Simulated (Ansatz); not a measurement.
The cluster In₂O₄H₂, relaxed as a singlet with RKS B3LYP-D4/def2-SVP in Ansatz, starting from the GFN2-xTB geometry. Force threshold 0.02 eV/Å.

In the def2 sets In takes a core potential; there is no spin–orbit coupling. The structure comes from a short search, and lower isomers may exist.

Start:

```xyz
8

In    0.612   -1.327   -0.310
In   -1.111    0.986    0.051
O     0.790    0.512    0.474
O     1.913   -2.727   -0.478
O    -1.307   -0.866   -0.725
O    -2.096    2.610    0.322
H    -1.541    3.267    0.743
H     2.741   -2.457   -0.077
```

Q: Estimate the energy that the relaxation releases and the steps that it takes.

A: 4.3 kcal/mol, in 5 steps; 28 s on 4 threads of Intel Xeon on a shared host. No frequencies were taken in this run, so the end may be a saddle point.

Q: Does the start keep its bonding and symmetry?

A: By distances, no bond broke or formed. The bond that changes most is In2–O6, from 1.92 to 1.99 Å (atoms count from 1). Point group Cs at the start, C2v at the end, both within 0.05 Å; within 0.015 Å the end is Cs.

Q: Predict the relaxed structure.

A: 
```xyz
8

In    0.695   -1.286   -0.270
In   -1.049    1.048    0.075
O     0.900    0.595    0.522
O     1.890   -2.859   -0.505
O    -1.248   -0.829   -0.709
O    -2.226    2.636    0.303
H    -1.731    3.351    0.733
H     2.769   -2.656   -0.151
```
Bond lengths (bridged metal pairs left out): 6 × In–O 1.99 to 2.05 Å; 2 × H–O 0.97 Å.
